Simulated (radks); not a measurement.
Results of a calculation; reference values are marked as such.
Bi IV, configuration [Hg].

Code: a radial shooting solver on a logarithmic mesh with Libxc functionals. Model: scalar-relativistic Kohn-Sham, r2SCAN, spin-polarised, spherical densities, finite nucleus; meta-GGA in the generalised Kohn-Sham scheme; Fermi nuclear charge, rms radius 5.5211 fm.

Energy parts (eV):
total: -585727.82
kinetic: 663917.23
electron-nucleus: -1461477.04
Hartree: 222563.01
exchange-correlation: -10731.01

Orbitals (lengths in bohr, moments of r in powers of bohr; r(max) is where P^2 peaks):
| orbital | occ. | eigenvalue (eV) | r(max) | <1/r> |
|---|---|---|---|---|
| 1s | 2 | -90756.06 | 0.009660 | 103.2 |
| 2s | 2 | -16360.91 | 0.05618 | 24.27 |
| 2p | 6 | -14000.90 | 0.04691 | 21.22 |
| 3s | 2 | -3982.955 | 0.1583 | 9.004 |
| 3p | 6 | -3305.838 | 0.1587 | 8.118 |
| 3d | 10 | -2623.302 | 0.1296 | 7.601 |
| 4s | 2 | -943.1509 | 0.3558 | 3.875 |
| 4p | 6 | -720.3558 | 0.3757 | 3.482 |
| 4d | 10 | -464.0795 | 0.3814 | 3.131 |
| 5s | 2 | -188.7261 | 0.7718 | 1.636 |
| 4f | 14 | -182.4303 | 0.3430 | 2.744 |
| 5p | 6 | -126.2518 | 0.8603 | 1.406 |
| 5d | 10 | -55.6020 | 1.030 | 1.075 |
| 6s | 2 | -40.1636 | 1.812 | 0.6415 |

The highest occupied level is 6s at -40.164 eV. The electron density at the nucleus is 3.212e+06 e/bohr^3 (large components only). For comparison, the ionisation energy in NIST's Atomic Spectra Database is 45.4 eV (measured). In exact Kohn-Sham theory the highest level is minus the ionisation energy, but local and semilocal functionals leave it too shallow, through self-interaction and a potential that decays too fast; potentials with the right tail come closer. The density falls to 0.001 e/bohr^3 at r = 3.45 bohr.

Beside tabulated values, note that scalar-relativistic runs lack spin-orbit coupling.
